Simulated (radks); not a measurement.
The numbers below are computed, except where a source is named.
Question: Coherent X-ray form factor from a spherical all-electron density. Code: a radial shooting solver on a logarithmic mesh with Libxc functionals. Model: scalar-relativistic Kohn-Sham, PBE, spin-polarised, spherical densities, finite nucleus; Fermi nuclear charge, rms radius of each element as measured or else 0.836 A^(1/3) + 0.57 fm.

| sin(theta)/lambda (1/angstrom) | f0 (electrons) |
|---|---|
| 0.05 | 41.801 |
| 0.1 | 41.215 |
| 0.15 | 40.273 |
| 0.2 | 39.024 |
| 0.25 | 37.528 |
| 0.3 | 35.854 |
| 0.4 | 32.246 |
| 0.5 | 28.687 |
| 0.6 | 25.506 |
| 0.8 | 20.711 |
| 1 | 17.606 |
| 1.25 | 14.810 |
| 1.5 | 12.392 |
| 2 | 8.494 |

The species is in the configuration that NIST lists as its ground one. Which atom or ion scatters so?

Answer: The xenon ion Xe12+, [Kr] 4d6. Extrapolating in s^2 from the first two rows gives f0(0) = 42.0, near the electron count 42; among species with that count, the fall with angle is slower the higher Z, and the table is that of Z = 54; from so few rows the species is fixed only to a neighbour or two.
